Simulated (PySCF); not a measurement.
CrO2F, SMILES [O]=[Cr](=[O])[F] (connectivity only; charge and spin as stated), neutral, multiplicity 2.

Geometry optimised at PBE0-D3(BJ)/def2-SVP. A frequency run showed that this geometry is not a minimum. The multiplicity is an assumed one; other spin states were not compared. The isomer is the one that the SMILES or the coordinates give; other isomers of the formula were not compared.

These are TDA-PBE0/def2-SVPD (PySCF 2.14.0) values and carry that method's errors.

Vertical excitations. 

Computed lowest excited states:
```csv
state,energy (eV),λ (nm),f,main pairs
root 1,0.75,1643,0.000,α HOMO→LUMO 94 %
root 2,1.80,687,0.000,α HOMO→LUMO+1 97 %
root 3,2.62,474,0.000,α HOMO−1→LUMO 95 %
root 4,2.97,418,0.000,"α HOMO−1→LUMO+1 84 %, β HOMO→LUMO+2 5 %"
root 5,3.26,380,0.000,"α HOMO−2→LUMO 53 %, α HOMO→LUMO+2 12 %, β HOMO−2→LUMO 12 %, β HOMO−4→LUMO+2 9 %"
root 6,3.50,354,0.002,"α HOMO→LUMO+2 81 %, β HOMO−2→LUMO 5 %"
root 7,3.62,343,0.003,"α HOMO−2→LUMO+1 36 %, α HOMO−5→LUMO 27 %, β HOMO−2→LUMO+2 17 %, β HOMO−4→LUMO 12 %"
root 8,3.75,331,0.000,β HOMO→LUMO 96 %
root 9,3.81,326,0.002,"α HOMO−3→LUMO 66 %, β HOMO−1→LUMO 11 %"
root 10,3.93,315,0.000,β HOMO→LUMO+1 97 %
```
Unrestricted roots are not spin-pure.
